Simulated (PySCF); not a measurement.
C₃H₅N₃, SMILES N=c1[nH]cc[nH]1. The structure is a stationary point at B3LYP-D3(BJ)/def2-SVP.

Computed equilibrium geometry at B3LYP-D3(BJ)/def2-SVP (PySCF confirms it by a frequency run) as bond lengths and angles, and its point group:
point group Cs.
Atoms: N1 C2 N3 C4 C5 N6 H7 H8 H9 H10 H11. Bonds (Å): N1–C2 1.283, N1–H7 1.020, C2–N3 1.391, C2–N6 1.397, N3–C4 1.392, N3–H8 1.010, C4–C5 1.354, C4–H9 1.086, C5–N6 1.399, C5–H10 1.086, N6–H11 1.009. Bond angles (°): C2–N1–H7 111.5, N1–C2–N3 124.5, N1–C2–N6 132.6, N3–C2–N6 102.9, C2–N3–C4 111.5, C2–N3–H8 121.3, C4–N3–H8 127.2, N3–C4–C5 107.4, N3–C4–H9 122.5, C5–C4–H9 130.2, C4–C5–N6 107.1, C4–C5–H10 130.4, N6–C5–H10 122.5, C2–N6–C5 111.1, C2–N6–H11 123.1, C5–N6–H11 125.8.
